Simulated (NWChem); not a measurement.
Molecule: AlH3SO; SMILES [OH][AlH][SH]

```xyz
6

Al    -0.4720    -0.5887     0.0000
H     -1.9946    -1.0072     0.0000
O      0.8135    -1.7034     0.0000
H      0.7470    -2.6593     0.0000
S      0.0997     1.5134     0.0000
H      1.4197     1.2183     0.0000
```
Atoms are numbered in this order, from 1.

All runs: NWChem. Geometry: optimised at PBE0/def2-SVP. GIAO values for the isolated, static molecule; σ is the absolute isotropic shielding, δ = σ(reference) − σ with the isolated reference molecule computed at the same levels (1H: tetramethylsilane, 17O: water).

For level PBE0/pcSseg-1:

```
Property    Value
----------  -----
δ H2 (ppm)   4.75
δ O3 (ppm)   64.1
δ H4 (ppm)   2.53
```

Q: What are these values for level KT2/pcSseg-1?

A: 
- δ H2 (ppm) = 4.97
- δ O3 (ppm) = 77.7
- δ H4 (ppm) = 2.78
